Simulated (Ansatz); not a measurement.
Start from `C[O][Ge]([CH3])([OH])[OH]` and change one atom or group to get `C[O][GeH]([OH])[OH]`.

Ansatz, PBE0-D4/def2-TZVP geometries, multiplicity 1. Each molecule was computed in one conformer, which needn't be the lowest.

Scalar relativity is left out up to krypton.

| property | `C[O][Ge]([CH3])([OH])[OH]` |
| --- | --- |
| LUMO energy (ωB97M-V/def2-TZVPP) / eV | 1.95 |
| HOMO energy (ωB97M-V/def2-TZVPP) / eV | -10.39 |
| HOMO–LUMO gap (B3LYP/def2-TZVPP) / eV | 7.75 |
| size of the dipole moment (PBE/def2-TZVPP) / D | 1.18 |
| HOMO energy (PBE0/def2-TZVPP) / eV | -7.97 |
| HOMO–LUMO gap (PBE0/def2-TZVPP) / eV | 8.37 |

Problem. What does the change do to each property? (Estimate.)

Solution. The calculation gave: 
| property | `C[O][GeH]([OH])[OH]` | shift |
| --- | --- | --- |
| LUMO energy (ωB97M-V/def2-TZVPP) / eV | 2.07 | 0.12 |
| HOMO energy (ωB97M-V/def2-TZVPP) / eV | -10.64 | -0.25 |
| HOMO–LUMO gap (B3LYP/def2-TZVPP) / eV | 7.98 | 0.23 |
| size of the dipole moment (PBE/def2-TZVPP) / D | 1.45 | 0.27 |
| HOMO energy (PBE0/def2-TZVPP) / eV | -8.20 | -0.23 |
| HOMO–LUMO gap (PBE0/def2-TZVPP) / eV | 8.62 | 0.25 |

Dipoles are sizes alone; their direction can turn.

B3LYP here is the variant with VWN-RPA as its local correlation; programs differ in this.
